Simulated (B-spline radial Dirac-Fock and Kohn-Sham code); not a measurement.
Level of theory: a relativistic independent-particle model: LDA orbitals of the hole state, radiative multipoles to third order, Auger rates from the Coulomb interaction with a continuum orbital, Dirac-Fock energies; a radial finite-basis atomic code.

**Question.** A single inner-shell vacancy in a neutral atom gives this computed emission spectrum. Which element, which hole, and which lines?

```
energy (eV)  relative intensity
     1337.3                 3.4
     1528.0               100.0
     1579.1                 0.4
```

**Answer.** Bromine (Z = 35), hole in L2 (2p1/2). In order of rising energy the lines are Lη (L2-M1), Lβ1 (L2-M4), Lγ5 (L2-N1).
